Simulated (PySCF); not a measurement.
B(F)(Cl)(OH) (BClFHO), SMILES OB(F)Cl. Coordinates come from a B3LYP-D3(BJ)/def2-SVP optimisation. The values are those of a single conformer.

TDDFT-PBE0/def2-SVPD (PySCF) puts the lowest singlet excitations at 7.97, 8.17, 8.31, 8.76, 9.49, 9.58 eV.

### Question
What are the lowest excitation roots from PySCF with ADC(2)/aug-cc-pVDZ? (The exact figures need the calculation; the answer reports its results.)

### Answer
8.50, 8.58, 8.77, 9.22, 9.24, 9.47 eV. S1 differs by 0.52 eV (second minus first; roots are paired by order, and the bases may differ).
